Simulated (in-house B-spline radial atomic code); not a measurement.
Inner levels of platinum as electrons are removed. A shift is the extra binding of the orbital against the neutral atom ([Xe] 4f14 5d9 6s1). The density at the nucleus is averaged over the nuclear charge. Computed with a radial B-spline atomic code at the basis-set limit: Dirac-Hartree-Fock, average of the configuration, finite nuclei.

```tsv
ion	configuration	shift of 1s1/2 (eV)	radius of 1s1/2 (bohr)	Σ<r²> (bohr²)	change of density at nucleus (bohr⁻³)
Pt58+	[Ar] 3d2	4208.8	0.017148	0.38185	-5093.29
Pt59+	[Ar] 3d1	?	?	?	?
Pt60+	[Ne] 3s2 3p6	4599.08	0.017148	0.31999	-3137.29
Pt61+	[Ne] 3s2 3p5	4806.28	0.017146	0.28324	-2710.84
Pt62+	[Ne] 3s2 3p4	5015.51	0.017144	0.24716	-2285.07
Pt63+	[Ne] 3s2 3p3	5226.77	0.017142	0.21173	-1860.2
Pt64+	[Ne] 3s2 3p2	5440.05	0.017139	0.17695	-1436.41
Pt65+	[Ne] 3s2 3p1	5655.37	0.017137	0.1428	-1013.9
Pt66+	[Ne] 3s2	5872.71	0.017135	0.10926	-592.88
Pt67+	[Ne] 3s1	6083.07	0.017134	0.075492	-30525.3
Pt68+	[He] 2s2 2p6	6295.12	0.017132	0.042236	-61013.9
Pt69+	[He] 2s2 2p5	6801.23	0.017122	0.036896	-60401.8
Pt70+	[He] 2s2 2p4	7312.38	0.017112	0.031685	-59817.4
Pt71+	[He] 2s2 2p3	7828.58	0.017101	0.026601	-59261.9
Pt72+	[He] 2s2 2p2	8349.83	0.01709	0.021639	-58736.7
Pt73+	[He] 2s2 2p1	?	?	?	?
Pt74+	[He] 2s2	9407.5	0.017068	0.012071	-57782.8
Pt75+	[He] 2s1	?	?	?	?
Pt76+	1s2	10380.1	0.017059	0.00080235	-296039
Pt77+	1s1	11900.5	0.016961	0.00039641	-1.03762e+06
```

Problem. Fill in the row of Pt59+.

Solution. shift of 1s1/2 (eV): 4402.72; radius of 1s1/2 (bohr): 0.017148; Σ<r²> (bohr²): 0.3505; change of density at nucleus (bohr⁻³): -4123.9.

Problem. Fill in the row of Pt73+.

Solution. shift of 1s1/2 (eV): 8876.14; radius of 1s1/2 (bohr): 0.017079; Σ<r²> (bohr²): 0.016797; change of density at nucleus (bohr⁻³): -58243.2.

Problem. Fill in the row of Pt75+.

Solution. shift of 1s1/2 (eV): 9892.04; radius of 1s1/2 (bohr): 0.017066; Σ<r²> (bohr²): 0.0063903; change of density at nucleus (bohr⁻³): -175833.
